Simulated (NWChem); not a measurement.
# MgNH2Br; SMILES [NH2][Mg][Br]

```xyz
5

Mg     0.0520    -0.9845    -0.0023
Br    -0.2642     1.3485     0.0110
N      0.3101    -2.8499    -0.0130
H      0.4395    -3.4307    -0.8341
H      0.3282    -3.4541     0.8013
```
Atoms are numbered in this order, from 1.

The geometry was optimised at B3LYP/6-31G* (spherical d).

Spin-orbit effects, on the heavy nuclei and on their neighbours, are missing.

Task: Give the principal values of the shielding tensors (ppm) of Mg1, Br2, N3 from BHandHLYP/pcSseg-1, GIAO (NWChem), with their diamagnetic and paramagnetic parts as GIAO splits them.

Result: 
```json
[
 {"atom": "Mg1", "σ11": "371.8", "σ22": "381.2", "σ33": "691.4", "isotropic": "481.4", "diamagnetic": "709.0", "paramagnetic": "-227.6"},
 {"atom": "Br2", "σ11": "3004.8", "σ22": "3070.7", "σ33": "3122.0", "isotropic": "3065.8", "diamagnetic": "3124.0", "paramagnetic": "-58.2"},
 {"atom": "N3", "σ11": "258.6", "σ22": "307.6", "σ33": "334.9", "isotropic": "300.4", "diamagnetic": "319.6", "paramagnetic": "-19.2"}
]
```
